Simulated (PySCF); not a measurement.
CH7F2NSi2. Atoms are numbered in the order given.

```xyz
13

C      1.9142    -0.8875     0.5878
Si     0.6492     0.3513     0.0379
F      1.3475     1.4172    -0.9759
F      0.1749     1.2130     1.3433
Si    -1.3007    -0.5483    -0.8479
N     -2.0667    -1.2182     0.5649
H      1.4393    -1.6289     1.2502
H      2.7357    -0.3997     1.1362
H      2.3388    -1.4209    -0.2775
H     -2.0718     0.4856    -1.6112
H     -1.0014    -1.6610    -1.7975
H     -2.8812    -1.8172     0.4721
H     -2.1588    -0.6184     1.3799
```

Coordinates come from a ωB97X-D3(BJ)/def2-SVP optimisation. The structure was generated by enumeration, and PubChem lists no compound with its InChIKey, so it may never have been made. One conformer was computed; it need not be the lowest.

Calculation: HF/def2-TZVP (PySCF).

ESP charges are fitted to the potential on shells at 1.4 to 2.0 van der Waals radii. Atomic charges (e):

```
atom  ESP fit  Löwdin         IAO
----  -------  ------  ----------
C1      -0.74   -0.42       -0.74
Si2      0.91    0.12  (withheld)
F3      -0.37   -0.07  (withheld)
F4      -0.34   -0.07  (withheld)
Si5      0.43    0.16  (withheld)
N6      -1.03   -0.31       -0.90
H7       0.18    0.13  (withheld)
H8       0.21    0.13  (withheld)
H9       0.17    0.13  (withheld)
H10     -0.12   -0.06       -0.20
H11     -0.09   -0.05       -0.18
H12      0.42    0.15        0.26
H13      0.38    0.16        0.27
```

### Question
What belongs in the gaps? (The exact figures need the calculation; the answer reports its results.)

### Answer

- Si2, IAO: 1.49
- F3, IAO: -0.59
- F4, IAO: -0.60
- Si5, IAO: 0.74
- H7, IAO: 0.15
- H8, IAO: 0.15
- H9, IAO: 0.15

Computed Mayer and Wiberg (Löwdin basis) orders of the bonds:
```json
[
 {"bond": "C1–Si2", "Mayer": "1.00", "Wiberg": "1.20"},
 {"bond": "Si2–F3", "Mayer": "0.95", "Wiberg": "1.58"},
 {"bond": "Si2–F4", "Mayer": "0.92", "Wiberg": "1.56"},
 {"bond": "Si2–Si5", "Mayer": "0.98", "Wiberg": "0.99"},
 {"bond": "Si5–N6", "Mayer": "1.04", "Wiberg": "1.50"},
 {"bond": "C1–H7", "Mayer": "0.95", "Wiberg": "0.90"},
 {"bond": "C1–H8", "Mayer": "0.96", "Wiberg": "0.90"},
 {"bond": "C1–H9", "Mayer": "0.95", "Wiberg": "0.90"},
 {"bond": "Si5–H10", "Mayer": "0.95", "Wiberg": "0.94"},
 {"bond": "Si5–H11", "Mayer": "0.96", "Wiberg": "0.94"},
 {"bond": "N6–H12", "Mayer": "0.92", "Wiberg": "0.96"},
 {"bond": "N6–H13", "Mayer": "0.91", "Wiberg": "0.96"}
]
```
